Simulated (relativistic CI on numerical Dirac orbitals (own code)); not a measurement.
Zeeman pattern of P II 6024.18 Å at 1.5 T

Problem. The line 3s2.3p.4s 3P°_1 – 3s2.3p.4p 3D_2 of P II lies at 6024.18 Å (air; NIST Handbook). Calculate its Zeeman pattern at B = 1.5 T, seen across the field, in LS coupling, and compare it with the Doppler width at an assumed gas temperature of 400 K.

Working.
1. Landé factors g = 3/2 + [S(S + 1) − L(L + 1)]/[2J(J + 1)]: lower 1.5000, upper 1.1667.
2. The unit is μB B/hc = 0.46686 × 1.5 = 0.7003 cm⁻¹, or 254.2 mÅ at this wavelength. A component is shifted by g_u m_u − g_l m_l units. Seen across the field, the strengths for lower J and m are (J + 1)² − m² (π) and ¼(J + m + 1)(J + m + 2) (σ).
3. π components (Δm = 0), symmetric about zero, as shift (strength, strongest of all = 100): 0.000 (100), ±0.333 (75).
4. σ components with Δm = +1, mirrored for −1: 0.833 (75), 1.167 (38), 1.500 (12).
5. The centre of the σ group lies at ḡ = 1.000 units, 254.2 mÅ from the line centre.
6. The Doppler width is 7.16 × 10⁻⁷ λ √(T/M) = 15.5 mÅ (FWHM, M = 31), so the sum of Gaussians shows separate peaks away from the centre.

Check. A relativistic CI calculation gives g = 1.4956 and 1.1686 for the two levels. The nearest fine-structure partner lies 146 cm⁻¹ away, 209 Zeeman units, so the weak-field formulas hold; hyperfine structure, which matters at weak fields for isotopes with nuclear spin, is neglected.
